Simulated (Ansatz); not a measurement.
Ideal-gas functions of AlH5OSi2 (`[O]1[AlH][SiH2][SiH2]1`) at 298.15 K and 1 bar, from an Ansatz frequency run at PBE0-D4/def2-TZVP.

Molar mass 104.19 g/mol, point group Cs (symmetry number 1), electronic degeneracy 1, moments of inertia 125.55, 130.845, 244.535 u Å². Harmonic wavenumbers (cm⁻¹, unscaled): 117, 309, 333, 363, 373, 436, 490, 543, 596, 620, 704, 716, 843, 901, 909, 959, 1941, 2203, 2209, 2210, 2222.

Use S(trans) = R[1.5 ln M + 2.5 ln T − 1.1517]; rotational temperatures θ = 24.2544 K / I; S(rot) = R[ln(√π/σ · √(T³/θAθBθC)) + 1.5]; for each mode x = 1.438777 ν̃/T, S = R[x/(eˣ − 1) − ln(1 − e⁻ˣ)] and H = RT x/(eˣ − 1); 1 cm⁻¹ = 0.0119627 kJ/mol; R = 8.31446 J/(mol·K).

**Question.** By hand: the entropy, in J/(mol·K).

**Answer.** Translation 166.8. Rotation: θ = 0.1932, 0.1854, 0.0992 K, giving 111.7. Vibration, mode by mode: 13.18, 5.72, 5.21, 4.64, 4.47, 3.51, 2.86, 2.34, 1.91, 1.74, 1.26, 1.20, 0.73, 0.58, 0.56, 0.46, 0.01, 0.00, 0.00, 0.00, 0.00, in all 50.4. Electronic 0.0. Sum 328.9 J/(mol·K).

**Question.** By hand: H − E and G − E in kJ/mol, counted from the electronic energy.

**Answer.** Zero-point energy ½ × 19997 × 0.0119627 = 119.6; thermal vibration 9.5; translation, rotation and pV give 4 RT = 9.9. H − E = 139.0 kJ/mol, and G − E = 139.0 − 298.15 × 328.9/1000 = 40.9 kJ/mol.

Vibration gives 15 % of the entropy, 13.2 J/(mol·K) of it from the mode under 150 cm⁻¹: soft modes count most, and the harmonic formula is weakest for them.
